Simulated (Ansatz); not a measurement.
The cluster Ag₄H₄⁺, relaxed as a doublet with UKS r2SCAN-D4/def2-SVP in Ansatz, starting from the GFN2-xTB geometry. Force threshold 0.02 eV/Å.

In the def2 sets Ag takes a core potential; there is no spin–orbit coupling. The structure comes from a short search, and lower isomers may exist.

Start:

Cartesian coordinates in Å:
```
Ag 0.4060 -0.8000 -1.7469
Ag 0.4977 1.7738 -0.6978
Ag -0.4995 -1.7730 0.6977
Ag -0.4041 0.8045 1.7452
H 0.8211 0.8724 -2.2287
H -0.0883 -2.3381 -0.9467
H -0.8166 -0.8871 2.2185
H 0.0838 2.3475 0.9587
```

```
        step  energy (eV)  largest force component (eV/Å)  SCF passes
           1  -16059.8791                           0.343          60
           2  -16059.9496                           0.406          28
           3  -16059.9852                           0.067          25
           4  -16059.9866                           0.039          25
           5  -16060.0090                           0.694          37
6 (rejected)  -16059.9428                           0.594          31
           7  -16060.0812                           0.174          28
           8  -16060.0882                           0.027          24
           9  -16060.0887                           0.007          23
```

Force components are those of the run's own axes.

End:

| atom | x (Å) | y (Å) | z (Å) |
| --- | --- | --- | --- |
| Ag1 | 0.345 | -0.680 | -1.489 |
| Ag2 | 0.556 | 1.984 | -0.777 |
| Ag3 | -0.556 | -1.985 | 0.777 |
| Ag4 | -0.345 | 0.679 | 1.489 |
| H5 | 0.793 | 0.873 | -2.139 |
| H6 | -0.086 | -2.265 | -0.911 |
| H7 | -0.793 | -0.873 | 2.139 |
| H8 | 0.086 | 2.265 | 0.912 |

Bonds formed: Ag1–Ag4 (atoms count from 1).

No frequencies were taken in this run, so the end may be a saddle point.

It took 1.7 min on 4 threads of Intel Xeon on a shared host.
